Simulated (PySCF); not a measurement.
PySCF input file for PbBr2, SMILES [Br][Pb][Br] (connectivity only; charge and spin as stated), neutral, multiplicity 1, PBE-D3(BJ)/def2-SVP. Coordinates come from a PBE-D3(BJ)/def2-SVP optimisation. The isomer is the one that the SMILES or the coordinates give; other isomers of the formula were not compared. The def2 effective core potentials stand for the cores of Pb; spin–orbit coupling is left out.

```python
import numpy as np
from pyscf import gto, scf, dft, df
from pyscf.hessian import thermo

mol = gto.M(
    atom='''
    Pb    0.00000000   -0.00000000    0.77124331
    Br    0.00000000    2.05614535   -0.90345645
    Br    0.00000000   -2.05614534   -0.90345645
    ''',
    basis='def2-SVP',
    ecp={'Pb': 'def2-svp'},
    charge=0,
    spin=0,
    max_memory=1600,
    verbose=3,
)
mf = dft.RKS(mol, xc='pbe').density_fit(auxbasis='def2-universal-jkfit')
mf.disp = 'd3bj'
mf.grids.level = 3
mf.conv_tol = 1e-11
mf.max_cycle = 100
mf.kernel()

# [left out here: the lines that compute and print the analytic Hessian (its translational invariance restored by hand, since the grid's response is missing), thermochemistry and intensities]
```

Program output:

```
converged SCF energy = -5339.94297169847

WARN: DFTD3 does not support analytical Hessian, using finite difference


WARN: Mole.unit (angstrom) is changed to Bohr

Mode                                 0                   1                   2
Irrep
Freq [cm^-1]                       59.5178            204.9728            209.0435
Reduced mass [au]                  89.9033             99.2132             94.7058
Force const [Dyne/A]                0.1876              2.4559              2.4384
Char temp [K]                      85.6329            294.9103            300.7670
Normal mode                   x     y     z       x     y     z       x     y     z
       0  Pb                -0.00 -0.00  0.03   -0.00  0.04 -0.00    0.00  0.00  0.04
       1  Br                -0.00 -0.06 -0.04    0.00 -0.05  0.04   -0.00  0.05 -0.05
       2  Br                 0.00  0.06 -0.04   -0.00 -0.05 -0.04   -0.00 -0.05 -0.05
temperature 298.1500 [K]
pressure 101325.00 [Pa]
Rotational constants [GHz] 1.99724 0.74802 0.54420
Symmetry number 2
Zero-point energy (ZPE) 0.00108 [Eh]   2832.363 [J/mol]
                           tot       elec      trans        rot        vib
Entropy [J/mol/K]       339.693      0.000    182.396    121.260     36.037
Cv [J/mol/K]             48.513      0.000     12.472     12.472     23.570
Cp [J/mol/K]             56.828      0.000     20.786     12.472     23.570
Internal energy [J/mol]                      3718.434   3718.434   7859.521
Internal energy [Eh]   -5339.93715  -5339.94297
Enthalpy [J/mol]                             6197.391   3718.434   7859.521
Enthalpy [Eh]          -5339.93620
Gibbs free energy [J/mol]                  -48183.957 -32435.113  -2884.990
Gibbs free energy [Eh] -5339.97478
mode   freq/cm-1   IR/(km/mol)
   1       59.52         0.789
   2      204.97        37.112
   3      209.04        12.824
max |gradient| / (hartree/bohr): 0.00014590177944596996
APT charges: [ 1.0698 -0.5349 -0.5349]
```

The run converged.

Cost: about 60 core-seconds (a rough figure).
